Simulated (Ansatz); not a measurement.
`[F][Zn][Cl]` + CH₃SH → `C[S][Zn][F]` + HCl at 298.15 K and 1 bar (ligand exchange at a Zn–Cl bond).

Program: Ansatz. Geometries: PBE0-D4/def2-TZVP. ΔE: electronic, gas phase. CCSD(T)/CBS is the MP2 limit (def2-TZVPP, def2-QZVPP) plus CCSD(T) − MP2 in def2-TZVPP, frozen cores. This one scheme is used for every species. For Zn outer-core shells are correlated without core-valence functions, which leaves a few kJ/mol of doubt a bond. Scalar relativity is left out up to krypton. One conformer a species, not always the lowest.

| species | CCSD(T)/CBS energy (Eh) | H − E (kJ/mol) | S (J/(mol·K)) |
| --- | --- | --- | --- |
| `[F][Zn][Cl]` | -2338.03728 | 21.5 | 270.7 |
| CH₃SH | -438.22835 | 133.0 | 253.2 |
| `C[S][Zn][F]` | -2315.86770 | 126.2 | 337.1 |
| HCl | -460.38127 | 26.6 | 186.8 |

H − E and S are ideal-gas, rigid-rotor, harmonic terms from PBE0-D4/def2-TZVP, for one conformer and one mirror image of each species. 1 Eh = 2625.50 kJ/mol, R = 8.31446 J/(mol·K).

**Question.** By hand: ΔE, ΔH, ΔS and ΔG.

**Answer.** ΔE = (-2315.86770) + (-460.38127) − (-2338.03728) − (-438.22835) = 0.01666 Eh = 43.7 kJ/mol. Δ(H − E) = 126.2 + 26.6 − 21.5 − 133.0 = -1.7, so ΔH = 42.0 kJ/mol. ΔS = 337.1 + 186.8 − 270.7 − 253.2 = 0.0 J/(mol·K). ΔG = 42.0 − 298.15 × (0.0)/1000 = 42.0 kJ/mol.

**Question.** By hand: the equilibrium constant, and the temperature at which ΔG would vanish if ΔH and ΔS stayed fixed.

**Answer.** log₁₀ K = −ΔG/(RT ln 10) = -7.4. With ΔH or ΔS at zero there is no such temperature.

The number of gas molecules stays the same, so ΔS is small and ΔH decides. A doubt of 5 kJ/mol in ΔE shifts log₁₀ K by 0.9 here. Other conformers and mirror images would add mixing entropy, several J/(mol·K) or more a flexible species. These are equilibria of isolated gas molecules and say nothing of rates. Largest T1 diagnostic: 0.016 (customary marks: 0.02 for closed shells, 0.045 for open ones).

ΔS is within the doubt of such terms, so its sign, and with it that verdict, could turn.
